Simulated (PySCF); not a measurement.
C6H9N2 (charge +1).
SMILES with atom numbers: `[CH3:1][n+:2]1[cH:3][cH:4][cH:5][cH:6][c:7]1[NH2:8]` (hydrogens: H9, H10, H11 on C1; H12 on C3; H13 on C4; H14 on C5; H15 on C6; H16, H17 on N8)

A GFN2-xTB structure was refined with BHandHLYP/def2-SV(P) geometry optimisation, gas phase in PySCF 2.14.0. Its GFN2-xTB values:

```tsv
coordinate	GFN2-xTB
C1–N2	1.449 Å
C1–H9	1.092 Å
N2–C3	1.353 Å
N2–C7	1.355 Å
C3–C4	1.364 Å
C3–H12	1.079 Å
C4–C5	1.402 Å
C4–H13	1.077 Å
C5–C6	1.369 Å
C5–H14	1.078 Å
C6–C7	1.410 Å
C6–H15	1.078 Å
C7–N8	1.336 Å
N8–H16	1.005 Å
C1–N2–C3	119.6°
N2–C3–C4	122.1°
N2–C7–N8	120.4°
C3–N2–C7	120.6°
C3–C4–C5	118.8°
C4–C5–C6	119.2°
C5–C6–C7	120.5°
C6–C7–N8	120.8°
```

Question: How do these coordinates change at the BHandHLYP/def2-SV(P) level?

Answer: 
```csv
coordinate,BHandHLYP/def2-SV(P) (Å or °),change
C1–N2,1.463,+0.014
N2–C3,1.364,+0.011
C3–C4,1.357,-0.007
C5–H14,1.085,+0.007
C4–H13,1.083,+0.006
C6–H15,1.084,+0.006
C4–C5,1.408,+0.006
C3–H12,1.083,+0.004
C5–C6,1.366,-0.003
C1–H9,1.094,+0.002
N2–C7,1.353,-0.002
N8–H16,1.004,-0.001
C7–N8,1.336,0.000
C6–C7,1.410,0.000
C4–C5–C6,120.1,+0.9
C3–C4–C5,118.2,-0.6
C6–C7–N8,121.4,+0.6
N2–C7–N8,119.9,-0.5
C5–C6–C7,120.1,-0.4
C1–N2–C3,119.3,-0.3
C3–N2–C7,120.9,+0.3
N2–C3–C4,122.0,-0.1
```

The energy falls by 1.4 kJ/mol over 6 energy and gradient evaluations, the largest force component goes from 0.0143 to 1.2e-04 Eh/bohr, and the atoms move by 0.010 Å rms after alignment. The bond that changes most is C1–N2 (N-methyl carbon to pyridinium-type nitrogen), which lengthens by 0.014 Å. Bonds longer at the end by more than 0.005 Å: 6 of 17; shorter: 1. Rotational constants go from 3384, 2285, 1376 to 3378, 2278, 1373 MHz.

The run used 130 basis functions and 36 SCF cycles in all.

No BHandHLYP/def2-SV(P) frequencies stand behind this structure, so it isn't proved a minimum. Isolated species at its BHandHLYP/def2-SV(P) geometry, gas phase.

Conformer computed: `[CH3:1][n+:2]1[cH:3][cH:4][cH:5][cH:6][c:7]1[NH2:8]`: H–N8–C7–C6 180°, H–N8–C7–C6 0°.
